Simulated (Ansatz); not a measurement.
Reaction (formal exchange of groups at a C–C bond): `FBC[CH2][AlH2]` + `C[SiH3]` → `C[SiH2][CH2][AlH2]` + `CBF`

Gas-phase electronic energies from Ansatz, PBE0-D4/def2-TZVP geometries. CCSD(T)/CBS is the MP2 limit (def2-TZVPP, def2-QZVPP) plus CCSD(T) − MP2 in def2-TZVPP, frozen cores. This one scheme is used for every species. DFT in def2-TZVPP. One conformer a species, not always the lowest.

`FBC[CH2][AlH2]`:

Cartesian coordinates in Å:
```
F -2.541 -0.420 -1.072
B -1.262 -0.300 -1.413
C -0.295 0.501 -0.507
C 0.224 -0.702 0.374
Al 1.358 0.394 1.511
H -0.891 -0.919 -2.371
H 0.529 0.965 -1.057
H -0.805 1.258 0.100
H 0.745 -1.435 -0.245
H -0.607 -1.194 0.885
H 2.806 0.781 0.989
H 0.739 1.071 2.806
```

`C[SiH3]`:

```xyz
8

C    -0.635    0.724   -0.219
Si    0.568   -0.648    0.196
H    -1.328    0.894    0.608
H    -1.220    0.472   -1.106
H    -0.105    1.658   -0.416
H     1.362   -0.303    1.406
H     1.513   -0.877   -0.931
H    -0.156   -1.920    0.461
```

`C[SiH2][CH2][AlH2]`:

```xyz
13

C     0.039    0.232   -1.883
Si    0.201    1.078   -0.222
C     0.688   -0.145    1.107
Al   -0.784   -1.320    1.596
H     0.994   -0.201   -2.191
H    -0.697   -0.576   -1.848
H    -0.274    0.940   -2.654
H    -1.113    1.696    0.136
H     1.184    2.195   -0.325
H     1.537   -0.724    0.726
H     1.022    0.408    1.991
H    -1.596   -1.069    2.936
H    -1.203   -2.512    0.631
```

`CBF`:

Cartesian coordinates in Å:
```
C -0.021 0.130 0.675
B 0.020 -0.158 -0.850
F 0.884 -1.032 -1.349
H 0.710 -0.437 1.254
H -1.024 -0.080 1.063
H 0.136 1.200 0.853
H -0.705 0.377 -1.645
```

```
             level  ΔE (kcal/mol)
               PBE          -17.7
CCSD(T)/def2-TZVPP          -18.5
```

Task: What does CCSD(T)/CBS give? (Estimate.)

Result: Ansatz gave: -19.0 kcal/mol. The listed levels differ from it by 1.3, 0.5 kcal/mol.

Largest T1 diagnostic among the species: 0.012.

In def2-TZVPP, CCSD(T) changes the Hartree–Fock value by +1.5 kcal/mol (the triples alone add +0.3 kcal/mol) and MP2 by +1.1 kcal/mol. From PBE to PBE0 (25 % exact exchange), in def2-TZVPP and without D4, ΔE moves by −0.9 kcal/mol.
